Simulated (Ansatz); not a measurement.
```yaml
crystal:
  periodic: [false, false, false]
  atoms:
    - {symbol: C, position_ang: [-0.359446, -3.500830, -2.590207]}
    - {symbol: C, position_ang: [0.245237, -2.511210, -2.791192]}
    - {symbol: C, position_ang: [1.144042, -1.619814, -1.926871]}
    - {symbol: C, position_ang: [0.606040, -0.439547, -1.405993]}
    - {symbol: C, position_ang: [1.724474, 0.360748, -0.554602]}
    - {symbol: C, position_ang: [1.344703, 1.732720, -0.025490]}
    - {symbol: C, position_ang: [-0.029665, 1.707932, 0.528198]}
    - {symbol: C, position_ang: [-0.122486, 1.020218, 2.049491]}
    - {symbol: C, position_ang: [-1.109286, 1.252670, 2.981353]}
    - {symbol: C, position_ang: [-2.559505, 0.554912, 2.213150]}
    - {symbol: H, position_ang: [-0.312850, -4.196895, -1.765583]}
    - {symbol: H, position_ang: [-1.065387, -3.796727, -3.333048]}
    - {symbol: H, position_ang: [0.025318, -1.909962, -3.705266]}
    - {symbol: H, position_ang: [2.233661, -1.607848, -2.459933]}
    - {symbol: H, position_ang: [1.333348, -2.324285, -0.963452]}
    - {symbol: H, position_ang: [-0.372358, -0.480404, -0.866493]}
    - {symbol: H, position_ang: [0.689171, 0.304199, -2.125228]}
    - {symbol: H, position_ang: [1.974032, -0.387030, 0.409955]}
    - {symbol: H, position_ang: [2.638282, 0.429521, -0.978495]}
    - {symbol: H, position_ang: [2.196682, 2.119760, 0.727930]}
    - {symbol: H, position_ang: [1.275563, 2.316091, -0.873013]}
    - {symbol: H, position_ang: [-0.251435, 2.885741, 1.029098]}
    - {symbol: H, position_ang: [-0.869382, 1.528343, 0.037716]}
    - {symbol: H, position_ang: [0.040078, 0.067140, 1.739461]}
    - {symbol: H, position_ang: [0.794274, 1.392256, 2.563000]}
    - {symbol: H, position_ang: [-1.372650, 2.288273, 3.058038]}
    - {symbol: H, position_ang: [-1.182813, 0.702947, 3.717918]}
    - {symbol: H, position_ang: [-3.557838, 0.989982, 2.840831]}
    - {symbol: H, position_ang: [-2.912391, 1.372693, 1.091606]}
    - {symbol: H, position_ang: [-2.552720, -0.308872, 1.742750]}
basis:
  gaussian: {orbitals: def2-mTZVP}
total_charge: -1
magnetization: {spin_polarized: true, initial_magnetization: 7}
hamiltonian: {xc: {name: PBEsol}}
output: {forces: true}
```

```sh
$ ansatz run in.yaml --threads 4 --pin off --events-out ev --progress --plain --max-ram 46080MiB --backend cpu
```

It prints (some lines left out):

```
Functional definition: PBEsol
2720 factors; their error is unknown
mean field evaluation 1: about -10560.9467 eV, gradient 9.1e1 eV
mean field evaluation 2: about -10145.5103 eV, gradient 2.0e2 eV
mean field evaluation 4: about -10548.5997 eV, gradient 6.6e1 eV
mean field evaluation 8: about -10607.4150 eV, gradient 9.1e0 eV
mean field evaluation 16: about -10607.9898 eV, gradient 1.2e-4 eV
mean field -10607.99376967 eV, -389.8365806790 hartree, gradient 3.7e-6 eV, S^2 15.759603; 16 other end points of the search recorded, 0 dependent functions left out
reference -10607.99384272 eV, -389.8365833634 hartree; 44, 37 occupied and 206, 213 virtual orbitals, 2720 factors
Total energy: -10607.99384272 eV, -389.8365833634 hartree
Atom 0 at    -0.359446    -3.500830    -2.590207 Å, force   -11.456632   -19.066012     4.473292 eV/Å
Atom 1 at     0.245237    -2.511210    -2.791192 Å, force    12.931841    20.818776    -4.705892 eV/Å
Atom 2 at     1.144042    -1.619814    -1.926871 Å, force     0.917880    -5.707794     0.506171 eV/Å
Atom 3 at     0.606040    -0.439547    -1.405993 Å, force     0.978455     2.699356     3.236040 eV/Å
Atom 4 at     1.724474     0.360748    -0.554602 Å, force    -2.589227    -2.204535     3.361098 eV/Å
Atom 5 at     1.344703     1.732720    -0.025490 Å, force    -0.836705    -2.077199     3.140124 eV/Å
Atom 6 at    -0.029665     1.707932     0.528198 Å, force     4.680212    -0.739073     4.186928 eV/Å
Atom 7 at    -0.122486     1.020218     2.049491 Å, force     4.082200     4.515571    -1.409540 eV/Å
Atom 8 at    -1.109286     1.252670     2.981353 Å, force    -6.181112     3.371694    -8.836285 eV/Å
Atom 9 at    -2.559505     0.554912     2.213150 Å, force     0.014496     5.712271     7.829053 eV/Å
Atom 10 at    -0.312850    -4.196895    -1.765583 Å, force     0.587508    -0.548809     0.206080 eV/Å
Atom 11 at    -1.065387    -3.796727    -3.333048 Å, force    -1.635368    -0.371043    -0.322878 eV/Å
Atom 12 at     0.025318    -1.909962    -3.705266 Å, force     0.689605    -0.423352    -0.192609 eV/Å
Atom 13 at     2.233661    -1.607848    -2.459933 Å, force    -1.416041     0.712093     0.313825 eV/Å
Atom 14 at     1.333348    -2.324285    -0.963452 Å, force    -0.226471     0.783151    -1.071917 eV/Å
Atom 15 at    -0.372358    -0.480404    -0.866493 Å, force     0.502484    -0.158500    -0.279262 eV/Å
Atom 16 at     0.689171     0.304199    -2.125228 Å, force    -0.926008     2.007781    -2.483424 eV/Å
Atom 17 at     1.974032    -0.387030     0.409955 Å, force    -0.805555     1.014538    -0.974576 eV/Å
Atom 18 at     2.638282     0.429521    -0.978495 Å, force     3.293682     0.007901    -2.334610 eV/Å
Atom 19 at     2.196682     2.119760     0.727930 Å, force    -1.479201    -0.240445    -0.934971 eV/Å
Atom 20 at     1.275563     2.316091    -0.873013 Å, force     0.249158     2.209782    -2.576649 eV/Å
Atom 21 at    -0.251435     2.885741     1.029098 Å, force     0.151073     1.071945     1.105098 eV/Å
Atom 22 at    -0.869382     1.528343     0.037716 Å, force    -4.144162    -0.719517    -3.100564 eV/Å
Atom 23 at     0.040078     0.067140     1.739461 Å, force     0.539046    -3.988581    -1.223219 eV/Å
Atom 24 at     0.794274     1.392256     2.563000 Å, force     0.653482     0.064592    -0.540870 eV/Å
Atom 25 at    -1.372650     2.288273     3.058038 Å, force     0.010170     1.193592     0.672390 eV/Å
Atom 26 at    -1.182813     0.702947     3.717918 Å, force    -0.157945    -5.449843     8.282124 eV/Å
Atom 27 at    -3.557838     0.989982     2.840831 Å, force     2.124737    -1.397382    -1.832457 eV/Å
Atom 28 at    -2.912391     1.372693     1.091606 Å, force    -0.603996     1.652163    -2.147249 eV/Å
Atom 29 at    -2.552720    -0.308872     1.742750 Å, force     0.052395    -4.743119    -2.345253 eV/Å
Dipole moment:     0.074962    -0.434970    -0.153963 e Å
```

Something in this input is off. What?

The spin is set far too high for this molecule. The calculation finished and met its thresholds. The result belongs to that input, not to the molecule as meant.
